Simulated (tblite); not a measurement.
C₆H₁₄OSi.
Numbering: `[CH3:1][CH:2]([CH3:3])[O:4][CH:5]1[CH2:6][SiH2:7][CH2:8]1` (hydrogens: H9, H10, H11 on C1; H12 on C2; H13, H14, H15 on C3; H16 on C5; H17, H18 on C6; H19, H20 on Si7; H21, H22 on C8)

The geometry is computed with GFN2-xTB (gas phase).

Task: What internal coordinates does the optimisation give?

Result: 
| bond | length (Å) |
| --- | --- |
| C1–C2, C2–C3 | 1.529 |
| C2–O4 | 1.415 |
| O4–C5 | 1.404 |
| C5–C6, C5–C8 | 1.546 |
| C6–Si7, Si7–C8 | 1.908 |
| C1–H9 and 5 like bonds | 1.087 |
| C2–H12 | 1.105 |
| C5–H16 | 1.100 |
| C6–H17, C8–H22 | 1.087 |
| C6–H18, C8–H21 | 1.088 |
| Si7–H19 | 1.464 |
| Si7–H20 | 1.461 |

Bonds in one row agree within 0.01 Å and their mean is given. A selection of angles:
| angle | degrees |
| --- | --- |
| C1–C2–C3 | 110.7 |
| C1–C2–O4 | 112.4 |
| C3–C2–O4 | 106.8 |
| C2–O4–C5 | 117.0 |
| O4–C5–C6 | 110.6 |
| O4–C5–C8 | 116.4 |
| C6–C5–C8 | 99.2 |
| C5–C6–Si7 | 90.9 |
| C6–Si7–C8 | 76.2 |

Dihedral angles: C1–C2–O4–C5 -80° (synclinal); C2–O4–C5–C6 -158° (antiperiplanar); O4–C5–C6–Si7 -138° (anticlinal); C5–C6–Si7–C8 12° (synperiplanar); C6–Si7–C8–C5 -12° (synperiplanar); O4–C5–C8–Si7 133° (anticlinal). The mirror-image conformer, all signs reversed, is as good.

The C–C distances run from 1.527 Å (C2–C3, drawn single) to 1.550 Å (C5–C8, drawn single), a spread of 0.023 Å. Si7 (SiH2 silicon) has angles from 76.2° to 118.2°. O4 (ether oxygen) is bent (angle 117.0°). The 4-membered ring C5–C6–Si7–C8 has internal angles of 76.2° to 99.2° (sum 357°, against 360° for a flat polygon); it is puckered, 0.10 Å rms from its mean plane, widest ring torsion 15°. Of the pairs four or more bonds apart, H12···H16 is among the closest relative to their van der Waals radii: 2.17 Å, 90 % of the sum of Bondi's values.

Point group: C1 (no symmetry element, even within 0.4 Å). Its GFN2-xTB frequencies are all real (lowest 32 cm⁻¹). The numbers are those of one conformer. 2 starts were optimised and ended at 0.00 and 0.14 kcal/mol (GFN2-xTB); the lowest of these is shown.
